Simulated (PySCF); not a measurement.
## Fluorine: a sound run and one with changed settings

Sound run: F²⁺ [He] 2s2 2p3, F³⁺ [He] 2s2 2p2. Computed with PySCF 2.14 in 6-31G* (3s2p1d, 14 functions), with no relativity, point nucleus. In the sound run the correlated levels freeze 1s2. The sound run starts from symmetry-adapted Hartree-Fock orbitals and uses a fine grid where one is needed.

Changed run: initial guess minao, at most 50 SCF cycles.

```json
{"species": "F²⁺", "method": "UHF", "sound run (hartree)": "-97.55968", "changed run (hartree)": "-97.55968", "converged": "yes"}
{"species": "F²⁺", "method": "M06-L", "sound run (hartree)": "-97.76915", "changed run (hartree)": "-97.76915", "converged": "yes"}
{"species": "F²⁺", "method": "CCSD(T)", "sound run (hartree)": "-97.61851", "changed run (hartree)": "-97.61851", "converged": "yes"}
{"species": "F³⁺", "method": "MN15", "sound run (hartree)": "-95.37469", "changed run (hartree)": "-95.37469", "converged": "yes"}
{"species": "F³⁺", "method": "MP2", "sound run (hartree)": "-95.31032", "changed run (hartree)": "-95.31032", "converged": "yes"}
```

Here the plain start reaches the same solutions.
